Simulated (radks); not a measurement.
Minus the highest occupied eigenvalue as an estimate of the ionisation energy, Ho40+ to Ho59+. The LB94 potential has the -1/r tail that LDA and GGA lack but no energy functional. All-electron calculation, Dirac Kohn-Sham, LB94 model potential, spin-unpolarised, spherical densities, finite nucleus; open shells fill j = l - 1/2 first; Fermi nuclear charge, rms radius 5.2022 fm. Program: a radial shooting solver on a logarithmic mesh with Libxc functionals.

species  configuration   HOMO  -e(HOMO) (eV)  <r> (bohr)  IE, NIST (eV)    kind
Ho40+         [Ar] 3d9  3d5/2         3113.0       0.201           3125  theory
Ho41+         [Ar] 3d8  3d5/2         3226.3       0.199           3238  theory
Ho42+         [Ar] 3d7  3d5/2         3341.2       0.198           3359  theory
Ho43+         [Ar] 3d6  3d5/2         3457.5       0.196           3476  theory
Ho44+         [Ar] 3d5  3d5/2         3575.4       0.194           3592  theory
Ho45+         [Ar] 3d4  3d3/2         3742.7       0.189           3760  theory
Ho46+         [Ar] 3d3  3d3/2         3865.5       0.187           3880  theory
Ho47+         [Ar] 3d2  3d3/2         3989.8       0.186           4009  theory
Ho48+         [Ar] 3d1  3d3/2         4115.5       0.184           4131  theory
Ho49+             [Ar]  3p3/2         4464.8       0.212           4469  theory
Ho50+     [Ne] 3s2 3p5  3p3/2         4575.6       0.211           4576  theory
Ho51+     [Ne] 3s2 3p4  3p3/2         4687.2       0.210           4693  theory
Ho52+     [Ne] 3s2 3p3  3p3/2         4799.7       0.208           4802  theory
Ho53+     [Ne] 3s2 3p2  3p1/2         5145.7       0.197           5135  theory
Ho54+     [Ne] 3s2 3p1  3p1/2         5265.5       0.196           5258  theory
Ho55+         [Ne] 3s2  3s1/2         5516.6       0.207           5494  theory
Ho56+         [Ne] 3s1  3s1/2         5630.6       0.206           5611  theory
Ho57+             [Ne]  2p3/2        12465.2      0.0784          12495  theory
Ho58+     [He] 2s2 2p5  2p3/2        12766.3      0.0778          12790  theory
Ho59+     [He] 2s2 2p4  2p3/2        13069.7      0.0773          13116  theory

Reference values: NIST Atomic Spectra Database (exp. = measured, semi-emp. = semi-empirical, theory = theoretical value adopted there). Spin polarisation and multiplet splitting are left out.

Beside tabulated values, note that spin-unpolarised runs miss the spin-polarisation part of the exchange energy of open shells.
